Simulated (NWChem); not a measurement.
# Total energies of BeF₂

SMILES: [F][Be][F]
```xyz
3

Be     0.0000     0.0000     0.0000
F      0.0000     0.0000     1.3865
F      0.0000     0.0000    -1.3865
```
Charge 0, spin multiplicity 1.

All runs are NWChem calculations. Structure: optimised with B3LYP/def2-SVP, a minimum by its harmonic frequencies.

Basis set: cc-pVTZ (90 functions).

```json
[
 {"method": "RHF", "total energy (Ha)": "-213.76457"},
 {"method": "MP2", "total energy (Ha)": "-214.31965"},
 {"method": "B2PLYP", "total energy (Ha)": "-214.56578"},
 {"method": "PBE", "total energy (Ha)": "-214.45639"},
 {"method": "B3LYP", "total energy (Ha)": "-214.69084"},
 {"method": "r2SCAN", "total energy (Ha)": "-214.58711"},
 {"method": "CCSD(T)", "total energy (Ha)": "-214.33284"}
]
```

Total energies of different functionals aren't comparable as a measure of quality: only differences taken within one method are. 

The correlated methods keep 3 core orbitals frozen. B3LYP has NWChem's definition, with VWN1-RPA local correlation. The structure started from a generated list of species. Coupled-cluster values serve here as a point of comparison, not as the truth.
